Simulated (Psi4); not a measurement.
silver atom (Ag), doublet (core potentials on Ag); Psi4 with PBE0/def2-SVPD.

The Psi4 input:
```
memory 2 GB

molecule mol {
0 2
  Ag    0.000000    0.000000    0.000000
}

set basis def2-svpd
set reference uks

energy('pbe0')
print_variables()
```

What the program printed (banner, timings and long lists left out):

```
   => Loading Basis Set <=

    Name: DEF2-SVPD
    Role: ORBITAL
    Keyword: BASIS

    !!!  WARNING: ECP capability is in beta. Please check occupations closely.  !!!

         ---------------------------------------------------------
                                   SCF
               by Justin Turney, Rob Parrish, Andy Simmonett
                          and Daniel G. A. Smith
                              UKS Reference
         ---------------------------------------------------------

  ==> Geometry <==

    Molecular point group: d2h
    Geometry (in Angstrom), charge = 0, multiplicity = 2:

       Center              X                  Y                   Z               Mass
    ------------   -----------------  -----------------  -----------------  -----------------
         AG           0.000000000000     0.000000000000     0.000000000000   106.905091600000

  Running in d2h symmetry.

  Rotational constants: A = ************  B = ************  C = ************ [cm^-1]
  Rotational constants: A = ************  B = ************  C = ************ [MHz]
  Nuclear repulsion =    0.000000000000000

  Charge       = 0
  Multiplicity = 2
  Electrons    = 19
  Nalpha       = 10
  Nbeta        = 9

  ==> Algorithm <==

  SCF Algorithm Type is DF.
  DIIS enabled.
  MOM disabled.
  Fractional occupation disabled.
  Guess Type is CORE.
  Energy threshold   = 1.00e-06
  Density threshold  = 1.00e-06
  Integral threshold = 1.00e-12

  ==> Primary Basis <==

  Basis Set: DEF2-SVPD
    Blend: DEF2-SVPD
    Number of shells: 12
    Number of basis functions: 34
    Number of Cartesian functions: 39
    Spherical Harmonics?: true
    Max angular momentum: 3

  Core potential: DEF2-SVPD
    Number of shells: 4
    Number of ECP primitives: 14
    Number of ECP core electrons: 28
    Max angular momentum: 3

  ==> DFT Potential <==

   => LibXC <=

    Version 7.1.2
    S. Lehtola, C. Steigemann, M. J. T. Oliveira, and M. A. L. Marques,  SoftwareX 7, 1–5 (2018) (10.1016/j.softx.2017.11.002)

   => Composite Functional: PBE0 <=

    PBE0 Hyb-GGA Exchange-Correlation Functional

    C. Adamo and V. Barone,  J. Chem. Phys. 110, 6158 (1999) (10.1063/1.478522)
    M. Ernzerhof and G. E. Scuseria,  J. Chem. Phys. 110, 5029 (1999) (10.1063/1.478401)

    Deriv               =              1
    GGA                 =           TRUE
    Meta                =          FALSE

    Exchange Hybrid     =           TRUE
    MP2 Hybrid          =          FALSE

   => Exchange Functionals <=

    0.7500   Perdew, Burke & Ernzerhof

   => Exact (HF) Exchange <=

    0.2500               HF

   => Correlation Functionals <=

    1.0000   Perdew, Burke & Ernzerhof

   => LibXC Density Thresholds  <==

    XC_HYB_GGA_XC_PBEH:  1.00E-15

   => Molecular Quadrature <=

    Radial Scheme          =       TREUTLER
    Pruning Scheme         =           NONE
    Nuclear Scheme         =       TREUTLER

    Blocking Scheme        =         OCTREE
    BS radius alpha        =              1
    Pruning alpha          =              1
    Radial Points          =             75
    Spherical Points       =            302
    Total Points           =          20832
    Total Blocks           =            235
    Max Points             =            255
    Max Functions          =             34
    Weights Tolerance      =       1.00E-15

   => Loading Basis Set <=

    Name: (DEF2-SVPD AUX)
    Role: JKFIT
    Keyword: DF_BASIS_SCF

  ==> Integral Setup <==

  SCF_SUBTYPE=INCORE selected. In-core MEM_DF algorithm will be used.
  Using in-core AOs.

  ==> MemDFJK: Density-Fitted J/K Matrices <==

    J tasked:                   Yes
    K tasked:                   Yes
    wK tasked:                   No
    Algorithm:                 Core
    Schwarz Cutoff:           1E-12
    Mask sparsity (%):       0.0000
    Fitting Condition:        1E-10

   => Auxiliary Basis Set <=

  Basis Set: (DEF2-SVPD AUX)
    Blend: DEF2-UNIVERSAL-JKFIT
    Number of shells: 49
    Number of basis functions: 255
    Number of Cartesian functions: 384
    Spherical Harmonics?: true
    Max angular momentum: 6

  Minimum eigenvalue in the overlap matrix is 3.0294856905E-02.
  Reciprocal condition number of the overlap matrix is 1.0351416947E-02.
    Using symmetric orthogonalization.

  ==> Pre-Iterations <==

  SCF Guess: Core (One-Electron) Hamiltonian.

   -------------------------------------------------------
    Irrep   Nso     Nmo     Nalpha   Nbeta   Ndocc  Nsocc
   -------------------------------------------------------
     Ag         9       9       4       3       3       1
     B1g        2       2       1       1       1       0
     B2g        2       2       1       1       1       0
     B3g        2       2       1       1       1       0
     Au         1       1       0       0       0       0
     B1u        6       6       1       1       1       0
     B2u        6       6       1       1       1       0
     B3u        6       6       1       1       1       0
   -------------------------------------------------------
    Total      34      34      10       9       9       1
   -------------------------------------------------------

  ==> Iterations <==

                           Total Energy        Delta E     RMS |[F,P]|

    Occupation by irrep:
             Ag   B1g   B2g   B3g    Au   B1u   B2u   B3u
    DOCC [     2,    0,    0,    0,    0,    2,    3,    2 ]
    SOCC [     1,    0,    0,    0,    0,    0,    0,    0 ]
    NA   [     3,    0,    0,    0,    0,    2,    3,    2 ]
    NB   [     2,    0,    0,    0,    0,    2,    3,    2 ]

   @DF-UKS iter   1:  -142.81454186199977   -1.42815e+02   1.80156e-01 ADIIS
    Occupation by irrep:
             Ag   B1g   B2g   B3g    Au   B1u   B2u   B3u
    DOCC [     3,    1,    1,    1,    0,    1,    1,    1 ]
    SOCC [     1,    0,    0,    0,    0,    0,    0,    0 ]
    NA   [     4,    1,    1,    1,    0,    1,    1,    1 ]
    NB   [     3,    1,    1,    1,    0,    1,    1,    1 ]

   @DF-UKS iter   2:  -124.17324583049096    1.86413e+01   2.87588e-01 ADIIS
   @DF-UKS iter   3:  -146.83513282378448   -2.26619e+01   3.66711e-02 DIIS/ADIIS
   @DF-UKS iter   4:  -146.90875672211371   -7.36239e-02   1.53123e-02 DIIS/ADIIS
   @DF-UKS iter   5:  -146.92812404345852   -1.93673e-02   4.98506e-03 DIIS/ADIIS
   @DF-UKS iter   6:  -146.93028651996627   -2.16248e-03   9.76840e-04 DIIS/ADIIS
   @DF-UKS iter   7:  -146.93037630832285   -8.97884e-05   9.90502e-06 DIIS
   @DF-UKS iter   8:  -146.93037636849104   -6.01682e-08   2.45716e-06 DIIS
   @DF-UKS iter   9:  -146.93037637468379   -6.19275e-09   3.88307e-07 DIIS
  Energy and wave function converged.

  ==> Post-Iterations <==

   Electrons on quadrature grid:
      Nalpha   =   10.0000000000 ; deviation = -5.329e-15
      Nbeta    =    9.0000000000 ; deviation = -5.329e-15
      Ntotal   =   19.0000000000 ; deviation = -1.066e-14

   @Spin Contamination Metric:   1.240842653E-03
   @S^2 Expected:                7.500000000E-01
   @S^2 Observed:                7.512408427E-01
   @S   Expected:                5.000000000E-01
   @S   Observed:                5.000000000E-01

    Orbital Energies [Eh]
    ---------------------

    Alpha Occupied:

[...]
       4Ag    -0.195003

    Alpha Virtual:

[...]
    Beta Occupied:

[...]
    Beta Virtual:

[...]
       9Ag    53.767092

    Final Occupation by Irrep:
             Ag   B1g   B2g   B3g    Au   B1u   B2u   B3u
    DOCC [     3,    1,    1,    1,    0,    1,    1,    1 ]
    SOCC [     1,    0,    0,    0,    0,    0,    0,    0 ]
    NA   [     4,    1,    1,    1,    0,    1,    1,    1 ]
    NB   [     3,    1,    1,    1,    0,    1,    1,    1 ]

  @DF-UKS Final Energy:  -146.93037637468379

   => Energetics <=

    Nuclear Repulsion Energy =              0.0000000000000000
    One-Electron Energy =                -261.1970489839788456
    Two-Electron Energy =                 125.0807681980796957
    DFT Exchange-Correlation Energy =     -10.8140955887846584
    Empirical Dispersion Energy =           0.0000000000000000
    VV10 Nonlocal Energy =                  0.0000000000000000
    Total Energy =                       -146.9303763746838172

  UHF NO Occupations:
  HONO-2 :    1B1g 1.9998778
  HONO-1 :    3 Ag 1.9998778
  HONO-0 :    4 Ag 1.0000000
  LUNO+0 :    5 Ag 0.0001222
  LUNO+1 :    2B3g 0.0001222
  LUNO+2 :    2B1g 0.0001222
  LUNO+3 :    6 Ag 0.0001222

Computation Completed

Properties will be evaluated at   0.000000,   0.000000,   0.000000 [a0]

Properties computed using the SCF density matrix

 Multipole Moments:

 ------------------------------------------------------------------------------------
     Multipole            Electronic (a.u.)      Nuclear  (a.u.)        Total (a.u.)
 ------------------------------------------------------------------------------------

 L = 1.  Multiply by 2.5417464519 to convert [e a0] to [Debye]
 Dipole X            :          0.0000000            0.0000000            0.0000000
 Dipole Y            :          0.0000000            0.0000000            0.0000000
 Dipole Z            :          0.0000000            0.0000000            0.0000000
 Magnitude           :                                                    0.0000000

 ------------------------------------------------------------------------------------

  Variable Map:
  ----------------------------------------------------------------------------
[...]
  Array Variable Map:
  ----------------------------------------------------------------------------
[...]
[...]
```
